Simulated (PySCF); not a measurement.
## Ne⁺ (neon, charge +1) across methods

[He] 2s1 2p5 3s1, high-spin 4P determinant (an excited configuration). Computed with PySCF 2.14 in aug-cc-pV5Z, with the non-relativistic Hamiltonian (point nucleus). The B2PLYP total includes its PT2 part (frozen core); its orbital energies are those of the SCF part.

| method | E (hartree) | mean ε 2p α (eV) | mean ε 2p β (eV) | mean ε 3s α (eV) | Σ⟨r²⟩ (bohr²) | ⟨S²⟩ |
| --- | --- | --- | --- | --- | --- | --- |
| B2PLYP | -126.2467 | -53.596 | -46.594 | -12.174 | 14.84 | 3.752 |
| LDA | -125.5795 | -46.434 | -41.702 | -10.844 | 14.79 | 3.751 |
| TPSSh | -126.3072 | -48.132 | -42.903 | -11.039 | 14.94 | 3.751 |
| PBE0 | -126.2112 | -49.937 | -44.173 | -11.536 | 14.86 | 3.751 |
| r2SCAN | -126.2578 | -47.729 | -42.335 | -10.915 | 14.92 | 3.752 |
| PBEsol | -125.8908 | -46.295 | -41.544 | -10.761 | 14.88 | 3.751 |
| UHF | -125.90039 | -59.812 | -50.118 | -13.413 | 14.98 | 3.753 |

Estimate the same row for PBE.

E (hartree) = -126.2306; mean ε 2p α (eV) = -46.370; mean ε 2p β (eV) = -41.699; mean ε 3s α (eV) = -10.772; Σ⟨r²⟩ (bohr²) = 14.83; ⟨S²⟩ = 3.751.

The outer electron is Rydberg-like, and this basis confines it to a smaller radius and binds it less than a complete one would.
